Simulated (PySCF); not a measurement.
sulfur atom (S), triplet. Base run: PySCF with PBE/pcseg-1.

PySCF was given this input:
```python
from pyscf import gto, scf, dft

mol = gto.Mole()
mol.atom = '''
    S     0.00000000    0.00000000    0.00000000
'''
mol.basis = 'pcseg-1'
mol.spin = 2
mol.verbose = 4
mol.build()

mf = dft.UKS(mol)
mf.xc = 'pbe'
mf.kernel()
```

Each row names what was changed in the base input (with any setting that the change needs).

```json
[
 {"change": "base", "ΔE vs base (mEh)": "0.000", "fitting functions": "-"},
 {"change": "auxbasis = even-tempered beta=1.6", "ΔE vs base (mEh)": "-0.020", "fitting functions": "258"},
 {"change": "auxbasis = def2-tzvp-ri", "ΔE vs base (mEh)": "-14.968", "fitting functions": "113"},
 {"change": "auxbasis = cc-pvtz-ri", "ΔE vs base (mEh)": "-13.928", "fitting functions": "122"},
 {"change": "auxbasis = def2-universal-jkfit", "ΔE vs base (mEh)": "-0.061", "fitting functions": "128"},
 {"change": "auxbasis = cc-pvdz-jkfit", "ΔE vs base (mEh)": "-0.012", "fitting functions": "112"},
 {"change": "auxbasis = even-tempered beta=2.0", "ΔE vs base (mEh)": "-0.085", "fitting functions": "181"},
 {"change": "auxbasis = autoaux", "ΔE vs base (mEh)": "-0.007", "fitting functions": "161"},
 {"change": "auxbasis = even-tempered beta=3.0", "ΔE vs base (mEh)": "-1.096", "fitting functions": "114"},
 {"change": "auxbasis = cc-pvqz-jkfit", "ΔE vs base (mEh)": "-0.012", "fitting functions": "148"}
]
```

A fitting set is made for a task (jfit for Coulomb, jkfit for Coulomb and exchange, ri for correlation) and for a family of orbital bases.

Open shells are given as the SCF converged; they aren't shown to be the lowest states, and a large step between rows can be another state.
